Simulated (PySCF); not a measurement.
Compound: Cu(PH3)Cl (singlet state).
SMILES: `[PH3]->[Cu][Cl]`

Theory: TDDFT CAM-B3LYP/def2-SVPD, vertical, gas phase, core orbitals frozen in the response (PySCF 2.14.0, density-fitted response routines). Geometry: PBE0-D3(BJ)/def2-SVP; no solvent, vibrations or thermal averaging.

Task: Predict the UV-vis stick spectrum at this level.

Result: 

```tsv
state	λ (nm)	E (eV)	f	symmetry	main configurations (H = HOMO, L = LUMO)
S1	234.3	5.29	0.0000	–	H-1/H→L/L+1 (≥82%)
S2	232.1	5.34	0.0001	–	H-1/H→L/L+1 (≥71%)
S3	232.1	5.34	0.0001	–	H-1/H→L/L+1 (≥71%)
S4	227.1	5.46	0.025	E	H-2→L/L+1 (≥78%)
S5	227.1	5.46	0.025	E	H-2→L/L+1 (≥78%)
S6	217.9	5.69	0.034	E	H-1/H→L+2 (≥71%)
S7	217.9	5.69	0.034	E	H-1/H→L+2 (≥71%)
S8	217.2	5.71	0.107	A1	H-1/H→L/L+1 (≥51%), H-2→L+2 (32%)
S9	211.5	5.86	0.0000	–	H-3→L/L+1 (≥48%), H-4→L/L+1 (≥35%)
S10	211.3	5.87	0.0007	–	H-4→L/L+1 (≥47%), H-3→L/L+1 (≥34%)
S11	204.0	6.08	0.017	E	H-3→L/L+1 (≥41%), H-4→L/L+1 (≥41%)
S12	204.0	6.08	0.017	E	H-4→L/L+1 (≥41%), H-3→L/L+1 (≥41%)
S13	194.4	6.38	0.107	A1	H-2→L+2 (48%), H-1/H→L/L+1 (≥38%)
S14	190.8	6.50	0.0001	–	H-3→L+2 (80%)
S15	190.8	6.50	0.0001	–	H-4→L+2 (80%)
```

Triplets, Tamm–Dancoff:

| state | E (eV) | λ (nm) | main configurations (H = HOMO, L = LUMO) |
| --- | --- | --- | --- |
| T1 | 5.05 | 245.7 | H-2→L/L+1 (≥77%), H-5→L/L+1 (≥12%) |
| T2 | 5.05 | 245.7 | H-2→L/L+1 (≥77%), H-5→L/L+1 (≥12%) |
| T3 | 5.06 | 245.2 | H-1/H→L/L+1 (≥75%) |

The lowest singlet comes at 234 nm (511 kJ/mol) in the ultraviolet; it is dark (f under 0.0005); its leading configuration is HOMO-1/HOMO→LUMO/LUMO+1 (≥82%). The largest oscillator strength of a single state is 0.107. S2/S3, S4/S5, S6/S7, S9/S10, S11/S12 and S14/S15 lie within about 0.01 eV of each other in each set; the point group C3v has degenerate representations, and within a degenerate level the listed configurations can mix freely. For S1 the Löwdin share of copper is 18% in HOMO and 31% in LUMO. The listed states span 1.21 eV, and the widest gap between neighbours is 0.30 eV (S12 to S13). Weighted by f, the mean energy of these states is 5.90 eV. Of the 15 states listed, 8 reach f = 0.01 and 6 stay under 0.0005. Symmetry labels in C3v follow from the direction of the transition dipole and are given only for states with f of 0.002 or more. Orbitals of the list HOMO-3 to LUMO+2 that lie within 0.01 eV of each other are written together with a slash and their weights summed (≥ marks a lower bound); for degenerate orbitals outside that list single weights are arbitrary. The window holds the lowest 15 singlets.

The run took 11 s of wall time on an Arm Neoverse V2 with one thread, no GPU, shared host.
